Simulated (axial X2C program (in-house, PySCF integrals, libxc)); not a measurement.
# Spin–orbit effects down a group: molecules with Li (ions), HF

Calculated with an in-house relativistic program for diatomic molecules, spin-free (one-electron X2C) or two-component (2c: spin–orbit coupling with atomic mean-field Coulomb and Gaunt terms, which also bring small scalar terms), in Dyall basis sets with cores contracted in-house; open shells are unrestricted.

Basis sets: Fe dyall-cv3z, Li dyall-cv3z, Os dyall-cv3z, Ru dyall-cv3z.

```tsv
molecule	spin-free state	Re (Å)	ωe (cm⁻¹)	De (eV)	2c state	Re 2c (Å)	ωe 2c (cm⁻¹)	De 2c (eV)
LiFe⁺	M_S = 2, Λ = 0	2.984	220.1	0.86	Ω = 2	2.985	220.0	n/a
LiRu⁺	M_S = 2, Λ = 2	2.957	216.9	0.94	Ω = 4	2.958	216.8	n/a
LiOs⁺	M_S = 2, Λ = 1	2.916	242.7	0.92	Ω = 3	2.920	242.7	0.81
```

Fragments in 2c: Fe + Li+, Ru + Li+, Os + Li+. Each entry is the lowest single determinant of a limited PBE0 search at one distance. De goes to single-determinant-based atoms at the same level (for ions the charge split of lowest energy) and is withheld (n/a) where an atom does not fit its ground term or J level. Main or longest-lived isotopes. One determinant is a doubtful description, or other states lie close, for LiFe⁺, LiRu⁺, LiOs⁺; these need not be ground states, and all values refer to the states named. Some open-shell Ω = 0 determinants are out of reach, so the Ω given for LiFe⁺, LiRu⁺, LiOs⁺ need not be the lowest component. With several unpaired electrons the Ω given is that of one determinant, not necessarily of the lowest component.
